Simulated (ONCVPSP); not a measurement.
# What one change does to a pseudopotential (sulfur (S), ONCV)

ONCVPSP 4.0.1 input, shortened (lines: element, Z, core and valence counts, functional; n l f; lmax; l rc ep ncon nbas qcut; lloc lpopt rc5 dvloc0; l nproj debl; icmod fcfact rcfact), LDA (Perdew-Zunger), non-relativistic:

```
  S 16.00    3    2        3      upf
    1    0    2.00
    2    0    2.00
    2    1    6.00
    3    0    1.75
    3    1    4.25
    1
    0    1.20    0.00    4    8    4.70
    1    1.70    0.00    5    8    4.70
    4    4    0.90    0.00
    0    1    0.50
    1    2    3.20
    3    4.25    1.40
```

All-electron outer shells of the reference configuration (LDA (Perdew-Zunger), non-relativistic, ld1.x):

| shell | level (eV) | outermost node (bohr) | outermost maximum (bohr) |
| --- | --- | --- | --- |
| 2s | -209.87 | 0.13 | 0.39 |
| 2p | -156.84 | – | 0.33 |
| 3s | -17.34 | 0.60 | 1.40 |
| 3p | -7.26 | 0.58 | 1.59 |

Change: s: qcut 3.8.

Cutoffs: the cutoffs (Ha) at which the residual kinetic energy of the hardest occupied pseudo-wave falls to 1 and 0.1 mHa per electron; they do not see the model core or the augmentation charge, which bear on the density cutoff. Errors are all-electron minus pseudo energies relative to the spin-unpolarised reference configuration.

Problem. How do hardness, ghosts and transferability respond?

Solution. The potential gets harder (14 Ha and 66 Ha → 27 Ha and 85 Ha); the errors of the 4 common tests hardly move; neither file shows a bound ghost.

```csv
quantity,base,changed
"cutoff, loose",14 Ha,27 Ha
"cutoff, tight",66 Ha,85 Ha
loose cutoff by channel,"s 14 Ha, p 6.2 Ha","s 27 Ha, p 6.2 Ha"
bound ghosts,none,none
GHOST(+) flags under 300 eV,s at 50.0 eV,s at 47.4 eV
"error for 3s2 3p4, meV [ΔE -2.52 eV]",0.0,0.0
"error for 3s2 3p3, meV [ΔE 9.36 eV]",+2.9,+3.0
"error for 3s2 3p2, meV [ΔE 31.75 eV]",+24,+26
"error for 3s2 3p3.5, meV [ΔE 2.20 eV]",+0.4,+0.4
s: phases at 1.22 bohr within 0.05 rad from the reference energy up to (Ha; the scan ends near 5),0.5,0.4
p: phases at 1.72 bohr within 0.05 rad from the reference energy up to (Ha; the scan ends near 5),4.5,4.5
"rms error of d²Exc/dni dnj with the model core, mHa",0.39,0.37
```
